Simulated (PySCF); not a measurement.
**Radial density of I²⁺ (iodine, charge +2)**

wB97M-V, [Kr] 4d10 5s2 5p3, high-spin 4S determinant. Computed with PySCF 2.14 in aug-cc-pwCVQZ-PP with ECP28MDF (10s10p8d6f4g1h, 169 functions), with a scalar-relativistic core potential. This is the valence pseudo-density: the core potential removes the inner electrons and smooths the orbitals near the nucleus.

| r (bohr) | 4πr²ρ (e/bohr) | 4πr²(ρα − ρβ) |
| --- | --- | --- |
| 0.00207 | 1.530e-05 | 0.0000 |
| 0.00348 | 4.150e-05 | 0.0000 |
| 0.00586 | 0.0001059 | 0.0000 |
| 0.00986 | 0.0002449 | 0.0000 |
| 0.0166 | 0.0005102 | 0.0000 |
| 0.0279 | 0.0008911 | 0.0000 |
| 0.0469 | 0.001393 | 0.0000 |
| 0.0789 | 0.003330 | 0.0001 |
| 0.133 | 0.02265 | 0.0005 |
| 0.223 | 0.2829 | 0.0060 |
| 0.375 | 4.595 | 0.1082 |
| 0.632 | 25.59 | 0.3982 |
| 1.06 | 14.80 | 0.0380 |
| 1.79 | 4.248 | 1.8278 |
| 3.01 | 0.9455 | 0.6895 |
| 5.06 | 0.01817 | 0.0162 |
| 8.50 | 1.278e-05 | 0.0000 |

Energies and moments cover only the electrons outside the core potential.
